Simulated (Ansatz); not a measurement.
Calculation: frozen-core CCSD(T)/def2-TZVPP // PBE0-D3(BJ)/def2-TZVP run with Ansatz (a quantum-chemistry and plane-wave program).

Ansatz 0.2 input:
```yaml
crystal:
  periodic: [false, false, false]
  atoms:
    - { symbol: C, position_ang: [1.529401, 0.289879, -0.200661] }
    - { symbol: C, position_ang: [0.334994, -0.219928, -0.136484] }
    - { symbol: C, position_ang: [-0.862346, -0.720977, -0.068884] }
    - { symbol: S, position_ang: [-2.317927, 0.101052, 0.480664] }
    - { symbol: H, position_ang: [2.217584, 0.226261, 0.637631] }
    - { symbol: H, position_ang: [1.882638, 0.792701, -1.096635] }
    - { symbol: H, position_ang: [-1.050032, -1.747687, -0.367952] }
    - { symbol: H, position_ang: [-1.734313, 1.278699, 0.752323] }
basis:
  gaussian: { orbitals: def2-TZVPP }
correlation:
  method: ccsd_t
```

Output:

```
Functional definition: HF
1122 factors; integrals over basis functions are off by at most 8.1e-4 eV
mean field evaluation 1: about -13968.8623 eV, gradient 2.8e1 eV
mean field evaluation 2: about -13969.1228 eV, gradient 2.7e1 eV
mean field evaluation 4: about -13971.5841 eV, gradient 3.9e0 eV
mean field evaluation 8: about -13971.6457 eV, gradient 3.2e-1 eV
mean field evaluation 16: about -13970.9567 eV, gradient 1.2e1 eV
mean field -13971.64641441 eV, -513.4485354075 hartree, gradient 9.9e-6 eV, S^2 0.000000; 0 other end points of the search recorded, 0 dependent functions left out
8 core orbitals not correlated
reference -13971.64641441 eV, -513.4485354075 hartree; 11, 11 occupied and 172, 172 virtual orbitals, 1122 factors
second order -17.60424031 eV of doubles, -0.00000000 eV of singles
cycle   1  -18.02076503 eV  change   -4.2e-1 eV  update   9.9e-2
cycle   2  -18.51886586 eV  change   -5.0e-1 eV  update   3.2e-2
cycle   3  -18.63227909 eV  change   -1.1e-1 eV  update   1.6e-2
cycle   4  -18.62774072 eV  change    4.5e-3 eV  update   4.3e-3
cycle   5  -18.62893490 eV  change   -1.2e-3 eV  update   1.9e-3
cycle   6  -18.62929625 eV  change   -3.6e-4 eV  update   4.9e-4
cycle   7  -18.62921918 eV  change    7.7e-5 eV  update   2.2e-4
cycle   8  -18.62926777 eV  change   -4.9e-5 eV  update   7.2e-5
cycle   9  -18.62928156 eV  change   -1.4e-5 eV  update   2.6e-5
perturbative correction -0.93646815 eV, -0.0344145696 hartree
Total energy: -13991.21216412 eV, -514.1675634471 hartree
```

Cost: very roughly 80 core-seconds.
